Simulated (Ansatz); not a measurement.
Reactions of `[NH2][Ta]([NH2])(=[O])[OH]`.

Isolated molecules relaxed with PBE0-D4/def2-TZVP in Ansatz; ΔE leaves out vibrations. CBS: MP2 limit from def2 TZ/QZ plus the TZ coupled-cluster correction, frozen cores. This one scheme is used for every species. Elements past krypton have def2 core potentials. For Ta outer-core shells are correlated without core-valence functions, which leaves a few kJ/mol of doubt a bond. One conformer a species, not always the lowest.

Question: Order these by ΔE at CCSD(T)/CBS, lowest first. (Estimate.)
A. `[NH2][Ta]([NH2])(=[O])[OH]` + H–F → `[NH2][Ta]([NH2])(=[O])[F]` + H₂O
B. `[NH2][Ta]([NH2])(=[O])[OH]` + NH₃ → `[NH2][Ta]([NH2])([NH2])=[O]` + H₂O
C. `[NH2][Ta]([NH2])(=[O])[OH]` + H–F → `[NH2][Ta](=[O])([OH])[F]` + NH₃

Answer: C (-83.7 kJ/mol), A (-37.7 kJ/mol), B (+53.1 kJ/mol).

Largest T1 diagnostic: 0.020, for `[NH2][Ta](=[O])([OH])[F]`.
